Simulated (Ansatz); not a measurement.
**Question.** Name a neutral molecule of In, N, Si and H with LUMO energy (ωB97M-V/def2-TZVPP) between -0.60 and -0.30 eV and zero-point energy (PBE0-D4/def2-TZVP) between 176 and 192 kJ/mol (Ansatz, PBE0-D4/def2-TZVP geometry).

**Answer.** `N[SiH]([SiH3])[InH2]` (-0.56 eV, 186.6 kJ/mol). Other molecules can fit too; these were computed, each in one conformer that needn't be the lowest.
